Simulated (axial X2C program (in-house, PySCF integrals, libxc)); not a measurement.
# Which molecule has these constants?

All values come from calculations with an in-house all-electron X2C program for linear molecules (integrals from PySCF), spin-free (one-electron X2C) or two-component (2c: spin–orbit coupling with atomic mean-field Coulomb and Gaunt terms, which also bring small scalar terms), in Dyall basis sets with cores contracted in-house; open shells are unrestricted.

A two-component PBE0 calculation in a Dyall 3-zeta basis gave Re = 2.278 Å, ωe = 371.6 cm⁻¹, Ω = 1.

Which molecule is it?
A. MnBr⁺
B. ScBr⁺
C. KBr⁺
D. TiBr⁺
E. CaBr⁺

D. The others have CaBr⁺ 2.463 Å and 354.4 cm⁻¹ (Ω = 0); ScBr⁺ 2.367 Å and 370.1 cm⁻¹ (Ω = 3/2); MnBr⁺ 2.234 Å and 360.5 cm⁻¹ (Ω = 5/2); KBr⁺ 3.364 Å and 88.1 cm⁻¹ (Ω = 3/2).

Each entry is the lowest single determinant of a limited PBE0 search at one distance. De goes to single-determinant-based atoms at the same level (for ions the charge split of lowest energy) and is withheld (n/a) where an atom does not fit its ground term or J level. Main or longest-lived isotopes. One determinant is a doubtful description, or other states lie close, for TiBr⁺, ScBr⁺, MnBr⁺, KBr⁺; these need not be ground states, and all values refer to the states named. With several unpaired electrons the Ω given is that of one determinant, not necessarily of the lowest component. The functionals have no current term, which raises determinants with orbital currents. Where the atoms have a lower orbital projection than the molecule, De at mean-field level may be about a tenth of an eV too small.
